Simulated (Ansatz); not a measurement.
Input file for Ansatz (an electronic-structure program): R-RI-MP2/def2-QZVPP on FH5N2Sn (SMILES [NH2][SnH]([NH2])[F]), a point of a torsion scan. Elements past Kr take the def2 small-core potentials; no spin–orbit coupling. Files ending in .json are basis or fitting sets from the Basis Set Exchange. The run froze 12 orbitals, filled d shells among them.

Ansatz 0.2 input:
```yaml
crystal:
  periodic: [false, false, false]
  atoms:
    - {symbol: N, position_ang: [-1.55671771, -0.43990986, 0.56106316]}
    - {symbol: Sn, position_ang: [-0.14022506, 0.58590981, -0.42064191]}
    - {symbol: N, position_ang: [-0.68487480, 2.51188288, -0.32174558]}
    - {symbol: F, position_ang: [1.41638651, 0.37096891, 0.72967824]}
    - {symbol: H, position_ang: [-1.62741195, -1.42021205, 0.31766124]}
    - {symbol: H, position_ang: [-2.47268786, -0.03444850, 0.40440685]}
    - {symbol: H, position_ang: [0.46074320, 0.13266853, -1.92678984]}
    - {symbol: H, position_ang: [0.06391647, 3.15193356, -0.55890180]}
    - {symbol: H, position_ang: [-0.97848690, 2.75281748, 0.61930875]}
basis:
  gaussian:
    orbitals: def2-QZVPP.json
    fitting: {mean_field: def2-universal-JKFIT, correlation: def2-QZVPP-RIFIT.json}
magnetization: {spin_polarized: false}
correlation: {method: mp2, electrons: outside_noble_gas}
scf: {lower_state_search: off}
```

Q: Predict the final total energy.

A: -425.6170 hartree.

Q: How many basis functions does it have, and what does it roughly cost on one machine?

A: 403 functions; roughly 7 core-seconds.
